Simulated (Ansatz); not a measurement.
Stepwise reaction of `[SH][Zr]([SH])([SH])[SH]` with hydrogen chloride, as a gas-phase model of exchange steps in deposition or etching. ΔE in kJ/mol; ΔG adds harmonic PBE0-D4 terms to CCSD(T)/CBS, at 1 bar.

Isolated molecules relaxed with PBE0-D4/def2-TZVP in Ansatz; ΔE leaves out vibrations. CCSD(T)/CBS is the MP2 limit (def2-TZVPP, def2-QZVPP) plus CCSD(T) − MP2 in def2-TZVPP, frozen cores. This one scheme is used for every species. Functionals use def2-TZVPP. B3LYP here is the variant with VWN-RPA as its local correlation; programs differ in this. def2 core potentials past Kr. For Zr outer-core shells are correlated without core-valence functions, which leaves a few kJ/mol of doubt a bond. Each species was taken in one conformer, which may not be the lowest.

```
step                                                             reaction  PBE-D4  B3LYP-D4  ωB97M-V  CCSD(T)/CBS  ΔG(400 K)
   1  `[SH][Zr]([SH])([SH])[SH]` + HCl → `[SH][Zr]([SH])([SH])[Cl]` + H₂S   -62.0     -68.0    -68.9        -65.1      -65.4
   3  `[SH][Zr]([SH])([Cl])[Cl]` + HCl → `[SH][Zr]([Cl])([Cl])[Cl]` + H₂S   -59.8     -65.7    -67.2        -63.5      -64.7
   4  `[SH][Zr]([Cl])([Cl])[Cl]` + HCl → `[Cl][Zr]([Cl])([Cl])[Cl]` + H₂S   -61.8     -67.3    -68.7        -65.2      -55.0
```

(1) Give the row of step 2, `[SH][Zr]([SH])([SH])[Cl]` + HCl → `[SH][Zr]([SH])([Cl])[Cl]` + H₂S. (Best estimate.)

(2) By hand: ΔE of the 4 steps together at CCSD(T)/CBS.

Results:

(1) The calculation gave: 
```
step                                                             reaction  PBE-D4  B3LYP-D4  ωB97M-V  CCSD(T)/CBS  ΔG(400 K)
   2  `[SH][Zr]([SH])([SH])[Cl]` + HCl → `[SH][Zr]([SH])([Cl])[Cl]` + H₂S   -61.1     -67.7    -68.6        -64.9      -66.3
```

(2) (-65.1) + (-64.9) + (-63.5) + (-65.2) = -258.7 kJ/mol, or -64.7 kJ/mol a step.

In ΔE the steps differ by no more than 1.7 kJ/mol. All are downhill at CCSD(T)/CBS. ΔG lies between -66.3 and -55.0 kJ/mol a step. PBE-D4 differs from CCSD(T)/CBS by 3.1 to 3.8 kJ/mol a step. Isolated molecules leave out the surface, adducts and barriers. Largest T1 diagnostic: 0.019.
